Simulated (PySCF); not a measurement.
An unknown is described by computed data only.

Formula: C7H14Si.

| Item | Value |
| --- | --- |
| XPS | Si2p3/2 106.1, C1s 289.7, C1s 289.9, C1s 290.0, C1s 290.4, C1s 290.4, C1s 290.4, C1s 290.5, Si1s 1845.8 eV [ΔSCF SCAN, pcX-2 on the ionised atom, pcseg-1 elsewhere, spin-free X2C, 2p3/2 from a spin–orbit splitting computed afterwards within the 2p shell] |
| Rotational structure | rotational constants A, B, C: 3.616, 0.903, 0.770 GHz [PBE0-D3(BJ)/def2-SVP] |
| 1H NMR | chemical shifts (computed TMS as zero) by class: 5.80 (1 H), 5.18 (1 H), 5.08 (1 H), 4.26 (1 H), 4.25 (1 H), 2.79 (1 H), 2.01 (1 H), 1.44 (1 H), 1.36 (1 H), 1.25 (1 H), 1.15 (1 H), 0.89 (1 H), 0.87 (1 H), 0.05 (1 H) ppm [GIAO KT2/pcSseg-1] |
| 13C NMR | chemical shifts (computed TMS as zero) by class: 138.4 (1 C), 113.6 (1 C), 47.9 (1 C), 46.3 (1 C), 39.4 (1 C), 16.0 (1 C), 10.4 (1 C) ppm [GIAO KT2/pcSseg-1] |
| Polarisability | 108.9 au [CAM-B3LYP/def2-SVPD] |
| NMR, other nuclei | isotropic shieldings of nuclei other than C and H, by class: 389 (1 Si) ppm [GIAO KT2/pcSseg-1] |
| Triplet | lowest triplet excitation (Tamm–Dancoff): 4.36 eV [TDA CAM-B3LYP/def2-SVPD] |
| UV, strongest line | among the 10 lowest singlet transitions: S2 at 7.34 eV (169 nm, f = 0.336) [TDDFT CAM-B3LYP/def2-SVPD] |
| Dipole | 0.68 D [CAM-B3LYP/def2-SVPD] |
| UV, first state | lowest singlet excitation: 7.28 eV (170 nm, f = 0.130) [TDDFT CAM-B3LYP/def2-SVPD] |

The electronic properties come from PySCF, for the isolated species, density fitting. Levels stand in brackets. One conformer (not necessarily the lowest) at the PBE0-D3(BJ)/def2-SVP geometry, without solvent, vibrations or thermal averaging. Each NMR value is the plain mean over a class of atoms that symmetry, rotation or inversion makes alike.

Question: What is the compound? Reason from the data.

Answer: Numbering: `[CH2:1]=[CH:2][CH2:3][C@H:4]1[CH2:5][CH2:6][SiH2:7][CH2:8]1`. Its formula, C7H14Si, gives 2 degrees of unsaturation: 1 ring and 1 π bond in the structure found. 7 carbons fall into 7 classes; from least to most shielded: alkene CH carbon [C2] (138.4 ppm), terminal =CH2 carbon [C1] (113.6 ppm), allylic carbon [C3] (47.9 ppm), sp3 CH carbon [C4] (46.3 ppm), ring CH2 carbon [C5] (39.4 ppm), ring sp3 carbon bound to silicon [C8] (16.0 ppm), ring sp3 carbon bound to silicon [C6] (10.4 ppm). Hydrogen classes from least to most shielded: 1 H on an alkene CH carbon, C2 (5.80 ppm), 1 H on a terminal =CH2 carbon, C1 (5.18 ppm), 1 H on a terminal =CH2 carbon, C1 (5.08 ppm), 1 H on an SiH2 silicon, Si7 (4.26 ppm), 1 H on an SiH2 silicon, Si7 (4.25 ppm), 1 H on an allylic carbon, C3 (2.79 ppm), 1 H on a ring CH2 carbon, C5 (2.01 ppm), 1 H on an allylic carbon, C3 (1.44 ppm), 1 H on an sp3 CH carbon, C4 (1.36 ppm), 1 H on an sp3 carbon bound to silicon, C8 (1.25 ppm), 1 H on an sp3 carbon bound to silicon, C6 (1.15 ppm), 1 H on an sp3 carbon bound to silicon, C6 (0.89 ppm); 2 more classes are left out. The other shieldings belong to: 389 ppm, SiH2 silicon [Si7]. The core levels belong to: Si2p3/2 106.1 eV, SiH2 silicon [Si7]; C1s 289.7 eV, sp3 carbon bound to silicon [C8]; C1s 289.9 eV, sp3 carbon bound to silicon [C6]; C1s 290.0 eV, terminal =CH2 carbon [C1]; C1s 290.4 eV, ring CH2 carbon [C5]; C1s 290.4 eV, alkene CH carbon [C2]; C1s 290.4 eV, sp3 CH carbon [C4]; C1s 290.5 eV, allylic carbon [C3]; Si1s 1845.8 eV, SiH2 silicon [Si7]. The hole state at 290.4 eV has ⟨S²⟩ = 0.83 against 0.75, so that value is less sure. The optimised geometry has point group C1 and is an asymmetric top. Structure: `C=CC[C@H]1CC[SiH2]C1`. Computed isomers that give other values at the same levels: `CC(C)[C@@H]1C=CC[SiH2]1` (lowest singlet excitation: 6.73 eV (184 nm, f = 0.006)); `CC(C)[SiH]1CC=CC1` (core binding energies: Si2p3/2 105.8, C1s 289.9 (×2), C1s 289.9, C1s 290.0 (×2), C1s 290.4 (×2), Si1s 1845.5 eV). The assignments are read from this structure; whether some other isomer fits the data as well wasn't checked. The mirror image fits equally.
